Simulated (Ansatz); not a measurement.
Energy profile

The step: CH₅FSi ([CH3][SiH2][F]) + H₂ → CH₆Si ([CH3][SiH3]) + HF; bonds formed: Si1–H7, F2–H6; bonds broken: Si1–F2, H6–H7 (atoms numbered as in the saddle structure below).

Si1  (-0.372, 0.067, -0.568)
F2  (1.483, 0.661, -0.867)
H3  (-0.283, -0.632, -1.868)
H4  (-1.838, 0.361, -0.436)
C5  (0.092, -0.811, 1.000)
H6  (0.658, 1.534, -0.705)
H7  (-0.262, 1.769, -0.543)
H8  (0.114, -0.103, 1.832)
H9  (-0.663, -1.567, 1.232)
H10  (1.073, -1.279, 0.924)
(Å)

Electronic energies by CCSD(T) at an estimated basis limit (MP2 extrapolated from triple and quadruple zeta, plus CCSD(T) − MP2 in triple zeta), on PBE0-D4/def2-TZVP structures; CH7FSi, closed shell; no counterpoise correction. Computed with Ansatz 0.2.0 (basis: def2-TZVPP and def2-QZVPP); correlated methods freeze the cores. Extrapolation: Hartree–Fock as exp(−7.88 √X), correlation as X^−2.97.

Problem. Give the profile in kJ/mol, counted from the separated reactants. (Judge from chemistry; the value comes from the calculation.)

Solution. The calculation gives:
```tsv
point	kJ/mol
separated: CH5FSi (linked as [CH3][SiH2][F]; Si1, F2, H3, H4, C5, H8, H9, H10; singlet) + H2 (H6, H7; singlet)	0.0
start structure	-2.4
saddle	252.7
end structure	107.3
separated: CH6Si (linked as [CH3][SiH3]; Si1, H3, H4, C5, H7, H8, H9, H10; singlet) + HF (F2, H6; singlet)	116.3
```

T1 diagnostic: at most 0.013.

For scale, one of the runs: CCSD(T)/def2-TZVPP, 202 basis functions, launched by `ansatz run in.yaml --threads 2 --pin off --events-out ev --progress --plain --max-ram 4352MiB`. Time: 51 s of wall clock on 2 CPU threads; the host was shared. Peak host memory: 2.5 GiB.
